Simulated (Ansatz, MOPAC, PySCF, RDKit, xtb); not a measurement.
Pair of molecules: C2H2 (SMILES C#C) (first 4 atoms) with CH3I (SMILES CI); geometry from B3LYP-D3(BJ)/def2-TZVP, rigid monomers moved along the line of their centres of mass till C1···H8 is 3.03 Å.
(charge 0, multiplicity 1):
```xyz
9

C     -0.367    -0.094     0.767
C     -0.263    -1.055     0.059
H     -0.448     0.750     1.409
H     -0.176    -1.902    -0.576
C      1.692    -0.702     4.144
I      0.980     1.265     4.674
H      1.331    -1.388     4.902
H      1.288    -0.935     3.166
H      2.775    -0.657     4.131
```

| level | interaction energy (meV) | cost |
|---|---|---|
| MMFF94 | -29.1 | - |
| UFF | -35.8 | - |
| AM1 | -9.8 | - |
| PM3 | 4.0 | - |
| PM6 | -36.4 | - |
| PM7 | -54.3 | - |
| GFN2-xTB | -69.6 | - |
| HF/3-21G (no counterpoise) | -65.1 | - |
| PBE/def2-TZVPPD | -58.7 | ×1 |
| r2SCAN-D3(BJ)/def2-TZVPPD | -81.1 | ×2 |
| B3LYP-D3(BJ)/def2-TZVPPD | -90.0 | ×1 |
| B3LYP-D4/def2-TZVPPD | -83.8 | ×1 |
| PBE0/def2-TZVPPD | -56.5 | ×1 |
| PBE0-D3(BJ)/def2-TZVPPD | -94.1 | ×1 |
| MP2/def2-SVPD | -72.1 | - |
| MP2/def2-TZVPPD | -79.3 | ×3 |
| MP2/CBS(def2-SVPD, def2-TZVPPD) | -82.0 | - |
| SCS-MP2/def2-SVPD | -58.8 | - |
| CCSD/def2-SVPD | -59.8 | - |
| MP2/CBS(def2-SVPD, def2-TZVPPD) + ΔCCSD(T)/def2-SVPD | -76.2 | ×8 |

The rows run from -94.1 (PBE0-D3(BJ)/def2-TZVPPD) to 4.0 meV (PM3). From def2-SVPD to def2-TZVPPD MP2 changes by -7.1. The dispersion term adds -37.6 in PBE0-D3(BJ).

Monomers are frozen at their geometry in the pair; levels with a basis set take the counterpoise correction. Rows marked so take none. RDKit's UFF carries no charges.

Frozen-core correlation. Filled d and f shells under p-block atoms count as core. CBS(a, b) extrapolates the correlation energy as X⁻³ and adds the Hartree–Fock energy of set b. Rows in 3-21G carry no dispersion term and start afresh at each structure; the Pople sets are all-electron and without relativity. The state that AM1, PM3, PM6, PM7 reach isn't checked; PM7 holds dispersion and hydrogen-bond terms.

Codes used: Ansatz (a quantum-chemistry and plane-wave program); MOPAC for AM1, PM3, PM6, PM7 (differences of heats of formation); PySCF for 3-21G rows, the dispersion terms; RDKit for the force fields; xtb for the GFN methods.  In def2 rows elements past Kr take small-core potentials, without spin–orbit coupling.

Costs are rough ratios of core time to PBE/def2-TZVPPD (about 12 s over the structures, on one shared machine); a dash marks a level with no comparable run of its own.
